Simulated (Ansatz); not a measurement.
C2H9NSi2 can be A, `N[Si]1([SiH3])CC1`, or B, `CC1[SiH2]N1[SiH3]`.

Program: Ansatz. Geometries: PBE0-D4/def2-TZVP. ΔE: electronic, gas phase. CCSD(T)/CBS adds triple-zeta CCSD(T) − MP2 to the extrapolated MP2 energy (def2 sets, frozen cores). DFT in def2-TZVPP. B3LYP here is the variant with VWN-RPA as its local correlation; programs differ in this. Each species was taken in one conformer, which may not be the lowest.

Problem. Which is lower in electronic energy at CCSD(T)/CBS, and by how much? (Estimate.)

Solution. The calculation gave: A, by 3.4 kcal/mol.

Problem. Give E(B) − E(A) in kcal/mol with B3LYP-D4, CCSD/def2-TZVPP, ωB97M-V, PBE0-D4, PBE-D4, MP2/def2-TZVPP, CCSD(T)/def2-TZVPP. (Estimate.)

Solution. Computed: B3LYP-D4 2.8, CCSD/def2-TZVPP 2.6, ωB97M-V 3.4, PBE0-D4 6.8, PBE-D4 7.5, MP2/def2-TZVPP 1.9, CCSD(T)/def2-TZVPP 3.0. None reverses the order clearly.

Largest T1 diagnostic: 0.012.

In def2-TZVPP, CCSD(T) changes the Hartree–Fock value by +4.6 kcal/mol (the triples alone add +0.4 kcal/mol) and MP2 by +3.5 kcal/mol. From PBE to PBE0 (25 % exact exchange), in def2-TZVPP and without D4, E(B) − E(A) moves by −0.8 kcal/mol.
